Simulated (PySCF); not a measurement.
Calculated NMR data

PySCF calculation with coordinates at the GFN2-xTB level, J couplings at B3LYP/pcJ-1 (spin–dipole term left out of most H,H and C,H couplings) and σ from GIAO-PBE0/pcSseg-1; one conformer, fast rotation and ring inversion assumed for equivalent nuclei, non-relativistic, in vacuum.

Scale: ¹H (σ = 31.72 ppm) and ¹³C (σ = 186.93 ppm) against TMS (reference shieldings calculated alike). Multiplet labels drop J under 1 Hz and among equivalent protons, and merge close values. Unscaled 3J(H,H) run several per cent high. Where no couplings were computed, multiplicities follow the n + 1 count of equivalent neighbours, and m marks all less simple cases (inequivalent or close neighbours, rings, F or P nearby). Shifts are as computed. Against solution values, carbons near 30 ppm lie about +3 ppm off and those near 130 ppm about +5 ppm. Of 1309 compounds with measured shifts, 239 miss one by over three times the rms of a fit or turn the order of signals round; such compounds aren't used in these exercises. OH and NH positions are gas-phase values without hydrogen bonding to other molecules.

Compound 1 (C8H9NSi). ¹H NMR (400 MHz, computed): δ 5.77 (m, 1H), 5.67 (m, 1H), 5.53 (s, 1H), 4.64 (d, 2H), 2.21 (s, 3H), 2.12 (t, 1H). ¹³C{¹H} NMR (computed): δ 172.0 (C), 152.5 (C), 126.1 (CH2), 121.7 (C), 114.2 (CH), 107.6 (CH), 85.3 (C), 26.3 (CH3). Structure: SMILES C#C[SiH2]/C(=C/C#N)C(=C)C.

Compound 2 (C3H9N). ¹H NMR (400 MHz, computed): δ 3.41 (sept, J = 6.3 Hz, 1H), 1.03 (d, J = 6.3 Hz, 6H), 0.70 (br s, 2H). ¹³C{¹H} NMR (computed): δ 47.2 (CH), 27.1 (CH3). Structure: SMILES NC(C)C.

Compound 3 (C8H9NSi). ¹H NMR (400 MHz, computed): δ 7.08 (m, 1H), 4.39 (m, 1H), 2.78 (m, 1H), 2.24 (m, 1H), 2.14 (m, 1H), 2.00 (d, 1H), 1.70 (m, 1H), 1.13 (m, 1H), 0.90 (m, 1H). ¹³C{¹H} NMR (computed): δ 154.3, 124.9, 123.9, 105.2, 88.1, 28.9, 18.0, 12.0. Structure: `C#C[Si@@H]1CC=C(C#N)CC1`.
